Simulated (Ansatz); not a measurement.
Steps of a relaxation of CH4BrSn, SMILES `[CH3][SnH][Br]` radical with UKS PBE0-D4/def2-TZVP.

```sh
$ ansatz run in.yaml --threads 2 --pin off --events-out ev --progress --plain --max-ram 32768MiB --backend cpu
```

```yaml
crystal:
  periodic: [false, false, false]
  atoms:
    - {symbol: C, position_ang: [-0.820971, 0.573786, -0.186428]}
    - {symbol: Sn, position_ang: [0.591717, -1.107425, -0.308222]}
    - {symbol: Br, position_ang: [1.360391, -1.482745, 2.095003]}
    - {symbol: H, position_ang: [-0.273121, 1.431270, 0.250465]}
    - {symbol: H, position_ang: [-1.669746, 0.296880, 0.465592]}
    - {symbol: H, position_ang: [-1.179256, 0.821761, -1.203197]}
    - {symbol: H, position_ang: [2.052086, -0.601526, -1.158913]}
basis:
  gaussian: {orbitals: def2-TZVP}
magnetization: {spin_polarized: true, initial_magnetization: 1}
hamiltonian: {xc: pbe0, dispersion: d4}
relax: {f_tol: 0.005, max_steps: 150}
```

Positions (Å) and forces (eV/Å) along the path, 6 of 6 steps:

```xyz
7
step=1 energy=-76971.7693 eV
C    -0.821    0.574   -0.186   -0.072    0.015    0.044
Sn    0.592   -1.107   -0.308    0.122    0.468    0.275
Br    1.360   -1.483    2.095   -0.133    0.062   -0.419
H    -0.273    1.431    0.250   -0.244   -0.427   -0.222
H    -1.670    0.297    0.466    0.436    0.130   -0.346
H    -1.179    0.822   -1.203    0.172   -0.115    0.498
H     2.052   -0.602   -1.159   -0.281   -0.133    0.170
7
step=2 energy=-76971.8045 eV
C    -0.810    0.560   -0.183   -0.077    0.151    0.008
Sn    0.588   -1.062   -0.303   -0.169   -0.184   -0.104
Br    1.336   -1.439    2.038    0.060   -0.034    0.216
H    -0.264    1.400    0.260   -0.138   -0.057   -0.061
H    -1.649    0.277    0.457    0.120    0.056   -0.097
H    -1.162    0.820   -1.185    0.034   -0.010    0.158
H     2.023   -0.623   -1.130    0.170    0.076   -0.119
7
step=3 energy=-76971.8114 eV
C    -0.804    0.565   -0.183   -0.019    0.017    0.013
Sn    0.588   -1.075   -0.302   -0.007    0.019    0.013
Br    1.336   -1.451    2.060    0.002   -0.002   -0.005
H    -0.282    1.417    0.257   -0.001   -0.040   -0.013
H    -1.640    0.275    0.452   -0.003    0.017   -0.010
H    -1.161    0.819   -1.181    0.002   -0.006    0.012
H     2.025   -0.618   -1.149    0.027   -0.005   -0.010
7
step=4 energy=-76971.8116 eV
C    -0.809    0.564   -0.182    0.010    0.013    0.001
Sn    0.589   -1.072   -0.302   -0.003   -0.008    0.007
Br    1.341   -1.452    2.059   -0.003    0.004   -0.012
H    -0.281    1.411    0.258   -0.005    0.001   -0.001
H    -1.649    0.283    0.451    0.010   -0.012   -0.003
H    -1.162    0.821   -1.181    0.003   -0.002   -0.001
H     2.032   -0.622   -1.149   -0.013    0.004    0.008
7
step=5 energy=-76971.8117 eV
C    -0.808    0.564   -0.182    0.001   -0.001   -0.004
Sn    0.586   -1.075   -0.302    0.005    0.005    0.000
Br    1.344   -1.447    2.058   -0.001   -0.002    0.003
H    -0.282    1.410    0.263    0.001   -0.001    0.002
H    -1.649    0.279    0.447   -0.001    0.000    0.000
H    -1.157    0.824   -1.181   -0.001    0.000    0.000
H     2.028   -0.623   -1.148   -0.005   -0.001   -0.001
7
step=6 energy=-76971.8117 eV
C    -0.808    0.564   -0.182    0.002   -0.001   -0.001
Sn    0.587   -1.075   -0.300    0.000   -0.002    0.000
Br    1.345   -1.444    2.060    0.001    0.000   -0.002
H    -0.283    1.408    0.268   -0.002    0.002    0.001
H    -1.651    0.277    0.443   -0.001    0.001    0.001
H    -1.153    0.826   -1.182   -0.001    0.001   -0.001
H     2.025   -0.625   -1.153    0.000    0.000    0.002
```

It took 41 s on 2 threads of an AMD EPYC 7R13 on a shared host, with 0.55 GiB of host memory at the peak.
